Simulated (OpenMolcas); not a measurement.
Cr3+ among 5 point charges of -2 e arranged as a trigonal bipyramid (D3h), 2.01 Å from the ion, with the axial distance 1.829 Å.

```
Program             : OpenMolcas 26.06
Method              : CASSCF
Basis               : ANO-RCC-VDZP [5s4p2d1f]
Scalar Hamiltonian  : DKH2, point nucleus
Active space        : 3 electrons in 5 orbitals (3d)
State averaging     : 2S+1 = 4 even, 10 roots; 2S+1 = 2 even, 40 roots
Spin-orbit coupling : state interaction with AMFI integrals over the reference wave functions
```

(1) What is the spin-free ground state (labels of D3, the rotations of D3h)?

(2) Where is the first state of the same spin?

(3) What are the lowest two levels with spin-orbit coupling?

(4) What is χT at 300 K, and how does it compare with the textbook value?

Answers

(1) 4E, 2-fold in its orbital part, 100 % from free-ion F terms; it has the highest spin that d3 allows.

(2) 4E at 1430 cm-1 above the ground state.

(3) A 2-fold level E1/2 with g = 0.02, 0.02, 1.98, then a 2-fold level E3/2 169.8 cm-1 above it. Their leading multiplicities are 4 (100 %) and 4 (100 %).

(4) The lowest level has 2S+1 = 4, for which the spin-only value is χT = S(S+1) / 2 = 1.875 cm3 K/mol (g = 2). The computed 1.208 at 300 K differs by -0.667, through orbital momentum, spin-orbit coupling and any other state in reach.

An orbital doublet at a regular site is open to a Jahn-Teller distortion, which this geometry leaves out. Without dynamic correlation the repulsion within the d shell is too large (B by tens of per cent), so at a given field states of lower spin stand too high. Point charges carry no covalency, so the field is a model and not that of real ligands. No measured value stands beside these numbers.
